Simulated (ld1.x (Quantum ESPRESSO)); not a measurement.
## Scattering properties, PAW potential for phosphorus

phosphorus (P), PAW, made with ld1.x (Quantum ESPRESSO) 7.5 (PBEsol, non-relativistic). Core [Ne], reference 3s2 3p2.5 (charge +0.5). Waves: 3s (bound): rcut 1.25, rcutus 1.75 bohr; 3s channel at -1 Ry: rcut 1.25, rcutus 1.75 bohr; 3p (bound): rcut 1.00, rcutus 1.40 bohr; 3p channel at 4.2 Ry: rcut 1.00, rcutus 1.40 bohr. Local part: all-electron potential smoothed inside 1.35 bohr (lloc = -1). Core correction: Bessel-smoothed model core, default radius (core density twice the valence density). Augmentation charge: PSQ, inside the norm-conserving radii.

The phase is arctan(r·u′/u) with u = r·R(r), unwrapped; energies in Ry, scanned from -3 to 5 Ry. A pole is an energy at which the radial function vanishes at the test radius. The pseudo phase is shifted by a multiple of π to meet the all-electron one at the reference energy, and phase errors are pseudo minus all-electron; the curves can meet again beyond the range given. Levels narrower than the energy grid can be missing from the lists of poles.

Question: For each channel, where are the poles, and over which energies does the pseudopotential scatter like the atom?

Answer:

```json
{"channel": "s", "radius (bohr)": "1.89", "reference energy (Ry)": "-1.34", "poles, all-electron": "1.51", "poles, pseudo": "1.50", "unbroken range about the reference energy with phases within 0.05 rad": "the whole range", "phase error 1 Ry above the reference energy (rad)": "-0.000"}
{"channel": "p", "radius (bohr)": "1.89", "reference energy (Ry)": "-0.71", "poles, all-electron": "2.55", "poles, pseudo": "2.55", "unbroken range about the reference energy with phases within 0.05 rad": "the whole range", "phase error 1 Ry above the reference energy (rad)": "-0.001"}
```

Phases in the s channel:

```tsv
E (Ry)	all-electron	pseudo
-3.00	0.976	0.976
-2.76	0.894	0.894
-2.52	0.781	0.781
-2.28	0.622	0.622
-2.04	0.393	0.393
-1.80	0.080	0.080
-1.56	-0.285	-0.285
-1.32	-0.621	-0.621
-1.08	-0.877	-0.877
-0.84	-1.056	-1.056
-0.60	-1.183	-1.183
-0.36	-1.274	-1.274
-0.12	-1.343	-1.343
0.12	-1.397	-1.397
0.36	-1.440	-1.440
0.60	-1.476	-1.476
0.84	-1.506	-1.506
1.08	-1.532	-1.532
1.32	-1.554	-1.555
1.56	-1.575	-1.576
1.80	-1.594	-1.595
2.04	-1.611	-1.613
2.28	-1.628	-1.629
2.52	-1.644	-1.646
2.76	-1.659	-1.662
3.00	-1.675	-1.678
3.24	-1.690	-1.694
3.48	-1.705	-1.711
3.72	-1.721	-1.730
3.96	-1.738	-1.749
4.20	-1.756	-1.771
4.44	-1.774	-1.796
4.68	-1.795	-1.825
4.92	-1.818	-1.860
```
